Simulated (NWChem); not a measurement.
System: GeH$_{3}$O$_{2}$F; SMILES [OH][GeH]([OH])[F]

```xyz
7

Ge     0.0220    -0.0290     0.3036
O      0.6419    -1.5109    -0.3880
O     -1.6309     0.2068    -0.2517
F      0.8855     1.3371    -0.3387
H      0.2235    -0.0759     1.8103
H      0.3766    -1.6355    -1.3069
H     -1.7995     1.1181    -0.5180
```
Atoms are numbered in this order, from 1.

Computed with NWChem. Geometry: optimised at PBE0/def2-SVP. GIAO values for the isolated, static molecule; σ is the absolute isotropic shielding, δ = σ(reference) − σ with the isolated reference molecule computed at the same levels (19F: trichlorofluoromethane, 1H: tetramethylsilane, 17O: water).

Predict the results for BHandHLYP/pcSseg-1. Quantities: σ Ge1 (ppm); δ O2 (ppm); δ O3 (ppm); δ F4 (ppm); δ H5 (ppm); δ H6 (ppm); δ H7 (ppm).


```
Item          Value
-----------  ------
σ Ge1 (ppm)  1397.7
δ O2 (ppm)     50.7
δ O3 (ppm)     42.9
δ F4 (ppm)   -137.9
δ H5 (ppm)     5.29
δ H6 (ppm)     1.99
δ H7 (ppm)     1.57
```
